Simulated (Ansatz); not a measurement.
Computed with Ansatz.

A structure relaxed at PBE0-D4/def2-TZVP, charge 0, multiplicity 1:

Cartesian coordinates in Å:
```
C -1.2772 -1.0088 -0.0889
Se -1.0379 0.7755 0.6764
Ge 1.2239 1.0143 0.1076
H -1.0915 -0.9908 -1.1612
H -2.3146 -1.2841 0.0944
H -0.6206 -1.7246 0.4021
H 1.6648 2.3918 0.6180
H 1.3969 0.9245 -1.4191
H 2.0560 -0.0978 0.7708
```

Question: Give its formula and SMILES.

Answer: CH6GeSe, `C[Se][GeH3]`.

Question: Point group (tolerance 0.08 Å, 0.16 Å for H)?

Answer: Cs.

Question: Summarise the bond lengths by kind.

Answer: 1 × C–Se 1.956 Å; 3 × C–H 1.088 to 1.089 Å; 1 × Ge–Se 2.344 Å; 3 × Ge–H 1.534 to 1.539 Å.
